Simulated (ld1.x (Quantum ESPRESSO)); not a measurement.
The numbers below are computed, except where a source is named.
**Hardness and transferability of assorted potentials**

Generated with ld1.x 7.5 (TM, RRKJ, ultrasoft, PAW), atompaw 4.2 or ONCVPSP 4.0.1. The cutoff is in Ry: for ld1.x and atompaw files where the sum of valence levels is converged to 10 mRy in a Bessel basis, for ONCV files where the hardest occupied wave has 1 mHa per electron of residual kinetic energy. The error is the largest all-electron minus pseudo excitation energy over each file’s own four to seven test configurations (ionisations up to +4, promotions, holes and added fractions of an electron), all of which were solved. The labels leave out finer settings (local radius, basis sizes, second energies), which also bear on the numbers. Spin-polarised tests are not counted. The rows are a selection from randomly drawn settings: files with unsolved tests, undetermined cutoffs or missed reference levels are left out.

| element | potential | cutoff (Ry) | largest error (meV) | bound ghosts |
| --- | --- | --- | --- | --- |
| O | TM, PBEsol, scalar-relativistic, rc 0.80/1.30/1.15 (spd), local p, core correction yes, reference 2s1.5 2p4.5 | 80 | +405 | none |
| Al | TM, revPBE, non-relativistic, rc 2.10/1.85 (sp), local smoothed, core correction no, reference 3s2 3p1 | 10 | -22 | none |
| Mo | ultrasoft, PBE, scalar-relativistic, rc 3.10/3.40/1.65 (spd), local smoothed, core correction yes, reference 4d5 5s1 5p0 | 35 | -1314 | none |
| Ru | TM, PBE, scalar-relativistic, rc 2.35/2.55/2.10 (spd), local smoothed, core correction yes, reference 4d6.5 5s0 5p0 | 45 | -1209 | none |
| I | TM, LDA (PZ), fully relativistic, rc 1.40/1.90/1.30 (spd), local s, core correction no, reference 4d10 5s2 5p3.5 | 120 | -476 | none |
| Re | TM semilocal, PBE, scalar-relativistic, rc 2.60/1.35/1.70 (spd), local d, core correction no, reference 5p6 5d5 6s1.5 6p0 | 100 | +52 | none |

Problem. Fill in the row for Ca: PAW, BLYP, scalar-relativistic, rc 1.85/1.95/2.75 (spd), local smoothed, core correction yes, reference 3s2 3p6 3d0 4s2 4p0.

Solution. cutoff 21 Ry, largest error +1.7 meV, bound ghosts: none.
